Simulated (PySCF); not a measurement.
# How methods differ on the ionisation energy of Cs²⁷⁺

Cs²⁷⁺ [Ar] 3d10 → Cs²⁸⁺ [Ar] 3d9 [3d3/2^4 3d5/2^5, M_J = 5/2], as a difference of total energies. Computed with PySCF 2.14 in an even-tempered Gaussian basis (17 s from 4 bohr⁻², ratio 2.8; 13 p from 5.2 bohr⁻², ratio 2.8; 8 d from 5.2 bohr⁻², ratio 2.8; 3 f from 23 bohr⁻², ratio 3), with the two-component X2C-1e Hamiltonian. Correlated levels: [Ne] frozen; the 82 highest virtual spinors dropped. "Screened" scales the spin-orbit matrix elements by Boettger's factors to mimic the two-electron term; Breit and QED terms are absent.

| method | ionisation energy (eV) |
| --- | --- |
| GHF (spin-free) | 1599.9 |
| GMP2 (spin-free) | 1601.3 |
| GHF (screened spin-orbit) | 1593.7 |
| GMP2 (screened spin-orbit) | 1595.0 |

Breit and QED terms and the two-electron picture change are absent.

The spin-free rows lack the spin-orbit shift.

For comparison: 1592 ± 4 eV (theoretical estimate listed by NIST; NIST Atomic Spectra Database, ionization energies).
